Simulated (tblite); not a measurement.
Compound: C₆H₁₀BNS₂.
Atom-mapped SMILES: `[CH2:1]=[CH:2][CH2:3][CH2:4][NH:5][B:6]1[S:7][CH:8]=[CH:9][S:10]1` (hydrogens: H11, H12 on C1; H13 on C2; H14, H15 on C3; H16, H17 on C4; H18 on N5; H19 on C8; H20 on C9)

Computed with GFN2-xTB (tblite), gas phase: L-BFGS steps from a force-field or distance-geometry start until the largest atomic force falls under 0.01 eV/Å.

Step 8: E = -778.4545 eV
```
atom  x, y, z in Å  |  force x, y, z in eV/Å
C1     -3.2765    0.9756   -0.8936    0.167  -0.207   0.071
C2     -2.7717   -0.2287   -0.6646    0.050   0.317  -0.066
C3     -2.0689   -0.5795    0.6178   -0.221  -0.015  -0.118
C4     -0.6180   -0.9857    0.3195   -0.251   0.066   0.159
N5      0.1604    0.1431   -0.1658   -0.110   0.041   0.021
B6      1.5071    0.1514   -0.4753    0.118   0.226  -0.008
S7      2.4485    1.7227   -0.7124   -0.284  -0.284   0.205
C8      3.9418    0.9729   -0.2116    0.055   0.031   0.024
C9      3.9993   -0.3464   -0.0513    0.061   0.013   0.009
S10     2.5753   -1.3135   -0.3431   -0.108  -0.044   0.151
H11    -3.2470    1.7236   -0.1086   -0.070  -0.028  -0.250
H12    -3.7158    1.2693   -1.8377    0.005  -0.118   0.231
H13    -2.7709   -1.0033   -1.4291   -0.057   0.184   0.174
H14    -2.5827   -1.4141    1.1112    0.139  -0.004  -0.145
H15    -2.1238    0.2740    1.3093    0.217  -0.171  -0.168
H16    -0.1479   -1.3485    1.2395    0.014  -0.190   0.027
H17    -0.6195   -1.7973   -0.4211    0.120   0.146   0.098
H18    -0.2991    1.0261   -0.0102   -0.179   0.047  -0.210
H19     4.7462    1.6460    0.0060    0.181   0.056  -0.111
H20     4.8581   -0.8771    0.3082    0.154  -0.065  -0.095
```

Step 9: E = -778.4853 eV
```
atom  x, y, z in Å  |  force x, y, z in eV/Å
C1     -3.2798    0.9789   -0.8957    0.191  -0.122   0.083
C2     -2.7593   -0.2175   -0.6686   -0.058   0.106  -0.042
C3     -2.0633   -0.5775    0.6149   -0.169  -0.095  -0.124
C4     -0.6168   -0.9967    0.3310   -0.063   0.333  -0.046
N5      0.1570    0.1455   -0.1526   -0.147   0.019   0.070
B6      1.5039    0.1516   -0.4581    0.090   0.131   0.032
S7      2.4342    1.7171   -0.6889   -0.141  -0.131   0.154
C8      3.9419    0.9757   -0.2139    0.015   0.005   0.031
C9      4.0000   -0.3431   -0.0541   -0.026  -0.126   0.013
S10     2.5682   -1.3151   -0.3235   -0.006   0.055   0.154
H11    -3.2549    1.7347   -0.1197   -0.031  -0.027  -0.189
H12    -3.7223    1.2697   -1.8371   -0.022  -0.133   0.161
H13    -2.7821   -1.0018   -1.4255    0.015   0.244   0.179
H14    -2.5670   -1.4187    1.0992   -0.034  -0.035  -0.091
H15    -2.1155    0.2702    1.3097    0.204  -0.129  -0.123
H16    -0.1443   -1.3672    1.2522   -0.058  -0.090  -0.123
H17    -0.6052   -1.7981   -0.4264    0.070   0.200   0.225
H18    -0.3042    1.0403   -0.0426   -0.168  -0.238  -0.147
H19     4.7496    1.6495   -0.0079    0.148   0.046  -0.120
H20     4.8547   -0.8869    0.2949    0.190  -0.017  -0.097
```

Step 10: E = -778.5041 eV
```
atom  x, y, z in Å  |  force x, y, z in eV/Å
C1     -3.2795    0.9803   -0.8966    0.135   0.002   0.043
C2     -2.7526   -0.2100   -0.6708   -0.087  -0.054   0.029
C3     -2.0626   -0.5772    0.6107   -0.050  -0.115  -0.066
C4     -0.6171   -0.9986    0.3374    0.073   0.354  -0.132
N5      0.1555    0.1475   -0.1437   -0.124  -0.005   0.069
B6      1.5036    0.1543   -0.4455   -0.001   0.004   0.077
S7      2.4229    1.7124   -0.6713    0.018   0.020   0.119
C8      3.9420    0.9771   -0.2148    0.008  -0.038   0.041
C9      3.9998   -0.3430   -0.0557   -0.030  -0.130   0.022
S10     2.5634   -1.3155   -0.3081    0.045   0.101   0.154
H11    -3.2603    1.7410   -0.1300    0.005   0.030  -0.076
H12    -3.7266    1.2679   -1.8338   -0.051  -0.129   0.060
H13    -2.7888   -0.9966   -1.4203    0.050   0.181   0.083
H14    -2.5581   -1.4222    1.0902   -0.146  -0.074  -0.056
H15    -2.1072    0.2651    1.3082    0.156  -0.064  -0.065
H16    -0.1430   -1.3802    1.2571   -0.113   0.006  -0.187
H17    -0.5947   -1.7950   -0.4253    0.028   0.183   0.222
H18    -0.3102    1.0442   -0.0657   -0.182  -0.299  -0.097
H19     4.7533    1.6524   -0.0191    0.085   0.005  -0.132
H20     4.8550   -0.8933    0.2845    0.181   0.022  -0.108
```

**Question.** Estimate the geometry and energy of step 11. (The exact step hangs on the optimiser's Hessian estimate; all steps are aligned on step 10, rigid shifts and turns removed.)

**Answer.** E = -778.5224 eV, largest force 0.333 eV/Å
```
atom  x, y, z in Å  |  force x, y, z in eV/Å
C1     -3.2773    0.9821   -0.8976    0.047   0.119   0.000
C2     -2.7483   -0.2035   -0.6714   -0.085  -0.153   0.104
C3     -2.0624   -0.5786    0.6054    0.072  -0.099   0.039
C4     -0.6162   -0.9947    0.3415    0.122   0.197  -0.135
N5      0.1551    0.1491   -0.1336   -0.074   0.028   0.032
B6      1.5042    0.1575   -0.4299   -0.081  -0.100   0.111
S7      2.4125    1.7094   -0.6512    0.180   0.146   0.090
C8      3.9419    0.9771   -0.2152    0.016  -0.061   0.045
C9      3.9990   -0.3446   -0.0571    0.020  -0.076   0.038
S10     2.5588   -1.3145   -0.2893    0.063   0.099   0.149
H11    -3.2655    1.7480   -0.1417    0.046   0.103   0.054
H12    -3.7320    1.2640   -1.8297   -0.077  -0.119  -0.052
H13    -2.7945   -0.9884   -1.4141    0.066   0.050  -0.063
H14    -2.5521   -1.4270    1.0804   -0.212  -0.098  -0.034
H15    -2.0964    0.2582    1.3060    0.083   0.006   0.000
H16    -0.1438   -1.3925    1.2576   -0.139   0.108  -0.183
H17    -0.5831   -1.7885   -0.4198   -0.013   0.107   0.120
H18    -0.3200    1.0418   -0.0912   -0.202  -0.259  -0.053
H19     4.7574    1.6550   -0.0332    0.015  -0.057  -0.140
H20     4.8576   -0.8993    0.2715    0.153   0.058  -0.122
```

The energy changes by -0.0184 eV. The first-order estimate −F·Δx gives -0.0257 eV and the mean of the old and new forces, exact on a quadratic surface, -0.0184 eV. The step makes an angle of 61° with the force vector and moves no atom by more than 0.027 Å.

What follows is the cost of the whole relaxation. Hardware: one thread of an Arm Neoverse N1 (shared host). Cost: 2.4 s.
